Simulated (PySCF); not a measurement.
Si(CCH)(Cl)2(Me) (C3H4Cl2Si), SMILES C#C[Si](C)(Cl)Cl.

Coordinates come from a PBE0-D3(BJ)/def2-SVP optimisation.

Two levels are set side by side: PBE/def2-TZVP (PySCF) and PBE0/def2-TZVP (PySCF). Same geometry, gas phase. Differences are taken from unrounded values.

| quantity | PBE0 | PBE | PBE minus PBE0 |
|---|---|---|---|
| orbital gap (eV) | 7.93 | 5.73 | -2.20 |
| highest occupied level (eV) | -8.58 | -7.32 | 1.26 |
| lowest empty level (eV) | -0.66 | -1.59 | -0.93 |
| dipole moment (D) | 2.29 | 2.18 | -0.11 |
| mean polarisability (bohr³) | 79.3 | 82.0 | 2.7 |

Without exact exchange PBE keeps part of each electron's self-repulsion, which lifts occupied levels and narrows the gap. PBE's more diffuse valence density responds more strongly to a field. Differences between two approximate levels are no errors against the true value.

Rough cost on one machine, each run with all the roots and properties that it gave: PBE0 against PBE within a factor of 2.
